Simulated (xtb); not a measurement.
I$_{2}$Sn, singlet, at a GFN2-xTB geometry of the parent state (such geometries of metal compounds can be far from the true shape); GFN1-xTB (xtb 6.7.1).

xtb was given this input:
```
$ xtb mol.xyz --gfn 1 --chrg 0 --uhf 0 --json

# file mol.xyz
3

Sn    -0.00242820    -0.00227352     1.36744649
I      0.99109659    -1.68231466    -0.64606286
I     -0.98880584     1.68445949    -0.64398100
```

The log (banner, timings and long lists left out):

```
   ID    Z sym.   atoms
    1   50 Sn     1
    2   53 I      2, 3

           -------------------------------------------------
          |                Calculation Setup                |
           -------------------------------------------------

           -------------------------------------------------
          |                 G F N 1 - x T B                 |
           -------------------------------------------------

          ...................................................
          :                      SETUP                      :
          :.................................................:
          :  # basis functions                  30          :
          :  # atomic orbitals                  27          :
          :  # shells                            9          :
          :  # electrons                        18          :
          :  # halogen bonds                     0          :
          :  max. iterations                   250          :
          :  Hamiltonian                  GFN1-xTB          :
          :  restarted?                      false          :
          :  GBSA solvation                  false          :
          :  PC potential                    false          :
          :  electronic temp.          300.0000000     K    :
          :  accuracy                    1.0000000          :
          :  -> integral cutoff          0.2500000E+02      :
          :  -> integral neglect         0.1000000E-07      :
          :  -> SCF convergence          0.1000000E-05 Eh   :
          :  -> wf. convergence          0.2000000E-04 e    :
          :  Broyden damping             0.4000000          :
          :  net charge                          0          :
          :  unpaired electrons                  0          :
          ...................................................

 iter      E             dE          RMSdq      gap      omega  full diag
   1    -10.1034290 -0.101034E+02  0.841E+00    0.86       0.0  T
   2    -10.2758815 -0.172452E+00  0.102E+01    5.31       1.0  T
   3    -10.4552964 -0.179415E+00  0.501E+00    3.49       1.0  T
   4    -10.2696461  0.185650E+00  0.847E+00    1.14       1.0  T
   5    -10.4935684 -0.223922E+00  0.574E-01    2.66       1.0  T
   6    -10.4943250 -0.756543E-03  0.150E-01    2.57       1.0  T
   7    -10.4943649 -0.399318E-04  0.847E-02    2.56       1.0  T
   8    -10.4943834 -0.184735E-04  0.149E-02    2.55       3.9  T
   9    -10.4943839 -0.539339E-06  0.484E-03    2.54      11.9  T
  10    -10.4943840 -0.636724E-07  0.936E-05    2.54     616.6  T
  11    -10.4943840 -0.238245E-10  0.268E-06    2.54   21562.5  T

   *** convergence criteria satisfied after 11 iterations ***

         :::::::::::::::::::::::::::::::::::::::::::::::::::::
         ::                     SUMMARY                     ::
         :::::::::::::::::::::::::::::::::::::::::::::::::::::
         :: total energy             -10.488795201878 Eh    ::
         :: gradient norm              0.044444206385 Eh/a0 ::
         :: HOMO-LUMO gap              2.542870153029 eV    ::
         ::.................................................::
         :: SCC energy               -10.494383987563 Eh    ::
         :: -> electrostatic           0.005868794254 Eh    ::
         :: repulsion energy           0.007160601268 Eh    ::
         :: dispersion energy         -0.001571815583 Eh    ::
         :: halogen bond corr.         0.000000000000 Eh    ::
         :: add. restraining           0.000000000000 Eh    ::
         :: total charge              -0.000000000000 e     ::
         :::::::::::::::::::::::::::::::::::::::::::::::::::::

           -------------------------------------------------
          |                Property Printout                |
           -------------------------------------------------

    * Orbital Energies and Occupations

         #    Occupation            Energy/Eh            Energy/eV
      -------------------------------------------------------------
         1        2.0000           -0.9287987             -25.2739
         2        2.0000           -0.8458082             -23.0156
         3        2.0000           -0.8425857             -22.9279
         4        2.0000           -0.4306269             -11.7180
         5        2.0000           -0.4258289             -11.5874
         6        2.0000           -0.4062453             -11.0545
         7        2.0000           -0.3926338             -10.6841
         8        2.0000           -0.3904810             -10.6255
         9        2.0000           -0.3757049             -10.2235 (HOMO)
        10                         -0.2822562              -7.6806 (LUMO)
        11                         -0.2223739              -6.0511
        12                         -0.1980668              -5.3897
        13                         -0.0842494              -2.2925
        14                         -0.0790269              -2.1504
        15                         -0.0706699              -1.9230
        16                         -0.0516799              -1.4063
        17                         -0.0428388              -1.1657
        18                         -0.0372669              -1.0141
        19                         -0.0310198              -0.8441
        20                         -0.0281346              -0.7656
       ...                                ...                  ...
        27                          0.6508650              17.7109
      -------------------------------------------------------------
                  HL-Gap            0.0934488 Eh            2.5429 eV
             Fermi-level           -0.3289806 Eh           -8.9520 eV

  Mulliken/CM5 charges         n(s)   n(p)   n(d)
     1Sn    0.22995  0.19894   2.018  1.500  0.253
     2I    -0.11497 -0.09947   2.012  5.116 -0.013
     3I    -0.11497 -0.09947   2.012  5.116 -0.013

Wiberg/Mayer (AO) data.
largest (>0.10) Wiberg bond orders for each atom

 ---------------------------------------------------------------------------
     #   Z sym  total        # sym  WBO       # sym  WBO       # sym  WBO
 ---------------------------------------------------------------------------
     1  50 Sn   2.545 --     3 I    1.272     2 I    1.272
     2  53 I    1.336 --     1 Sn   1.272
     3  53 I    1.336 --     1 Sn   1.272
 ---------------------------------------------------------------------------

Topologies differ in total number of bonds
Writing topology from bond orders to xtbtopo.mol

 dipole moment from electron density (au)
     X       Y       Z
  -0.0037  -0.0035   2.0788  total (Debye):    5.284

           -------------------------------------------------
          | TOTAL ENERGY              -10.488795201878 Eh   |
          | GRADIENT NORM               0.044444206385 Eh/α |
          | HOMO-LUMO GAP               2.542870153029 eV   |
           -------------------------------------------------

normal termination of xtb
```
